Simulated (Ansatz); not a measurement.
`C[Si](C)(O)O` → `C[Si]C` + hydrogen peroxide at 400 K and 1 bar (silylene formation by 1,1-elimination).

Gas-phase electronic energies from Ansatz, PBE0-D4/def2-TZVP geometries. CCSD(T)/CBS is the MP2 limit (def2-TZVPP, def2-QZVPP) plus CCSD(T) − MP2 in def2-TZVPP, frozen cores. This one scheme is used for every species. Each species was taken in one conformer, which may not be the lowest.

```tsv
species	CCSD(T)/CBS energy (Eh)	H − E (kJ/mol)	S (J/(mol·K))
`C[Si](C)(O)O`	-520.48835	307.5	408.1
`C[Si]C`	-368.74530	212.5	323.0
`OO`	-151.44260	86.1	239.6
```

H − E and S are ideal-gas, rigid-rotor, harmonic terms from PBE0-D4/def2-TZVP, for one conformer and one mirror image of each species. 1 Eh = 2625.50 kJ/mol, R = 8.31446 J/(mol·K).

By hand: ΔE, ΔH, ΔS and ΔG.

ΔE = (-368.74530) + (-151.44260) − (-520.48835) = 0.30045 Eh = 788.8 kJ/mol. Δ(H − E) = 212.5 + 86.1 − 307.5 = -8.9, so ΔH = 779.9 kJ/mol. ΔS = 323.0 + 239.6 − 408.1 = 154.5 J/(mol·K). ΔG = 779.9 − 400 × (154.5)/1000 = 718.1 kJ/mol.

By hand: the equilibrium constant, and the temperature at which ΔG would vanish if ΔH and ΔS stayed fixed.

log₁₀ K = −ΔG/(RT ln 10) = -93.8. ΔG = 0 at ΔH/ΔS = 5048 K, far beyond where these terms or the molecules hold.

The number of gas molecules changes by +1, which sets the sign of ΔS. A doubt of 5 kJ/mol in ΔE shifts log₁₀ K by 0.7 here. Other conformers and mirror images would add mixing entropy, several J/(mol·K) or more a flexible species. These are equilibria of isolated gas molecules and say nothing of rates. Largest T1 diagnostic: 0.012 (customary marks: 0.02 for closed shells, 0.045 for open ones).
